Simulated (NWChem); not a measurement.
Species: CClF, singlet; SMILES F[C]Cl

```xyz
3

F     -0.2802     1.4574     0.0000
C      0.6694     0.5905     0.0000
Cl    -0.0879    -0.9800     0.0000
```
Atoms are numbered in this order, from 1.

All runs: NWChem. Low-valent species are run as closed-shell singlets; no triplet was tried in these runs. Coordinates come from a PBE0/def2-SVP optimisation. Ions are spin-unrestricted doublets at the neutral geometry; other ion states weren't tried.

| level | vertical ionisation energy, ΔSCF (eV) | −ε(HOMO) (eV) | ΔSCF minus −ε(HOMO) (eV) |
|---|---|---|---|
| B3LYP/def2-SVP | 10.72 | 7.54 | 3.18 |
| PBE/def2-SVP | 10.44 | 6.26 | 4.18 |
| r2SCAN/def2-SVP | 10.61 | 6.73 | 3.88 |
| Hartree-Fock/def2-SVP | 10.18 | 11.62 | -1.44 |
| CAM-B3LYP/def2-SVP | 10.81 | 9.24 | 1.57 |
